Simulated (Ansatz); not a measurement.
Calculated with Ansatz (gas phase, PBE0-D4/def2-TZVP geometries, no zero-point term in ΔE). CCSD(T)/CBS adds triple-zeta CCSD(T) − MP2 to the extrapolated MP2 energy (def2 sets, frozen cores). This one scheme is used for every species. DFT in def2-TZVPP. B3LYP here is the variant with VWN-RPA as its local correlation; programs differ in this. HSE06 is defined as in plane-wave codes. For Ge outer-core shells are correlated without core-valence functions, which leaves a few kJ/mol of doubt a bond. Scalar relativity is left out up to krypton. Each species was taken in one conformer, which may not be the lowest.

Reaction (hydrogenolysis of the Si–C bond): `C=C[SiH2][NH][GeH3]` + H₂ → `[SiH3][NH][GeH3]` + ethylene

`C=C[SiH2][NH][GeH3]`:

```xyz
14

C    -1.040   -2.237    1.681
C    -0.630   -0.983    1.510
Si    0.525   -0.496    0.138
N    -0.174    0.697   -0.883
Ge    0.630    2.184   -1.603
H    -1.716   -2.528    2.481
H    -0.710   -3.036    1.021
H    -0.994   -0.221    2.198
H     0.873   -1.766   -0.567
H     1.777    0.113    0.665
H    -1.083    0.487   -1.269
H     1.801    2.549   -0.683
H    -0.408    3.320   -1.658
H     1.149    1.917   -3.031
```

H₂:

Cartesian coordinates in Å:
```
H -0.033 0.072 0.365
H 0.033 -0.072 -0.365
```

`[SiH3][NH][GeH3]`:

Z-matrix (Å, degrees):
```
Si
N 1 1.718
H 1 1.489 2 110.3
H 1 1.486 2 107.3 3 119.9
H 1 1.492 2 114.2 3 -120.6
Ge 2 1.839 1 127.5 3 -145.3
H 2 1.009 1 117.0 3 48.6
H 6 1.538 2 108.4 1 146.5
H 6 1.534 2 106.7 1 26.5
H 6 1.543 2 111.7 1 -93.5
```

`C=C`:

Cartesian coordinates in Å:
```
C 0.020 0.498 -0.435
C -0.020 -0.498 0.435
H -0.750 1.261 -0.462
H 0.824 0.593 -1.156
H 0.751 -1.261 0.462
H -0.824 -0.593 1.156
```

Q: Is it downhill or uphill in electronic energy at CCSD(T)/CBS, and by how much? (Best estimate.)

A: Computed: Downhill: ΔE = -2.5 kcal/mol.

Q: What do these levels give: PBE-D4, B3LYP-D4, BHLYP-D4, ωB97M-V, revPBE, r2SCAN, r2SCAN0, HSE06, HF/def2-SVP, HF/def2-TZVPP, MP2/def2-TZVPP, MP2/def2-QZVPP? (Best estimate.)

A: Ansatz gave: PBE-D4 -1.8, B3LYP-D4 -3.0, BHLYP-D4 -4.1, ωB97M-V -2.9, revPBE -4.4, r2SCAN -2.6, r2SCAN0 -3.4, HSE06 -4.2, HF/def2-SVP -10.1, HF/def2-TZVPP -8.8, MP2/def2-TZVPP -1.4, MP2/def2-QZVPP -1.1 kcal/mol.

Largest T1 diagnostic among the species: 0.011.

Leaving LDA and LC-ωPBE aside and taking each functional with its dispersion term where it has one, the values, not all of them listed here, spread over 3.4 kcal/mol, from B2PLYP to revPBE-D4. LDA lies +1.7 kcal/mol from PBE without D4. At CCSD(T), def2-SVP lies −3.3 kcal/mol from the extrapolated value and def2-TZVPP −0.5 kcal/mol.
